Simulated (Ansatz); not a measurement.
Frontier orbitals of `CC(C)[NH][Zr]([OH])([OH])[NH]C(C)C`.

Z-matrix (Å, degrees):
```
Zr
N 1 2.041
O 1 1.945 2 105.7
N 1 2.052 2 104.4 3 -117.2
O 1 1.951 2 112.8 3 123.7
C 1 3.208 2 19.4 3 163.6
C 1 3.204 2 123.9 3 -120.5
H 1 2.654 2 20.0 3 -11.2
H 1 2.676 2 85.0 3 -114.2
H 3 0.953 1 148.8 2 -122.6
H 5 0.952 1 155.1 2 -125.0
C 6 1.519 1 82.1 2 172.7
C 6 1.522 1 127.0 2 62.4
H 6 1.102 1 116.8 2 -81.5
C 7 1.522 1 126.2 2 76.1
C 7 1.520 1 81.2 2 -174.4
H 7 1.102 1 118.5 2 -69.4
H 12 1.096 6 110.4 1 -65.0
H 12 1.093 6 111.4 1 55.1
H 12 1.092 6 110.9 1 175.4
H 13 1.094 6 110.2 1 35.4
H 13 1.094 6 111.0 1 -84.2
H 13 1.094 6 111.2 1 155.7
H 15 1.094 7 111.3 1 154.0
H 15 1.093 7 110.9 1 -85.9
H 15 1.094 7 110.2 1 33.5
H 16 1.092 7 111.1 1 176.7
H 16 1.097 7 110.3 1 -64.0
H 16 1.093 7 111.1 1 56.5
```

The species carries charge 0 and has multiplicity 1. Correlated methods include outer-core shells of Zr, which these sets cover unevenly. Zr: def2 effective core potential. Geometry: relaxed with PBE0-D4/def2-TZVP. It is one conformer, not always the lowest. Basis def2-TZVPP, Ansatz.

Orbital energies of one run (eV). Highest occupied ones, from the top: -4.95, -5.22, -6.93, -7.04, -7.20, -7.37, -7.55, -7.60, -8.20, -8.21, -8.40, -8.45, -8.81, -8.86. Empty: -0.66, -0.59, -0.31, 0.00, 0.14, 0.25.

Question: Which functional gave them?
A. r2SCAN0
B. PBE
C. B3LYP
D. BHLYP

Answer: B. HOMO energies: PBE -4.95, B3LYP -6.02, BHLYP -7.46, r2SCAN0 -6.41 eV.

B3LYP here is the variant with VWN-RPA as its local correlation; programs differ in this.
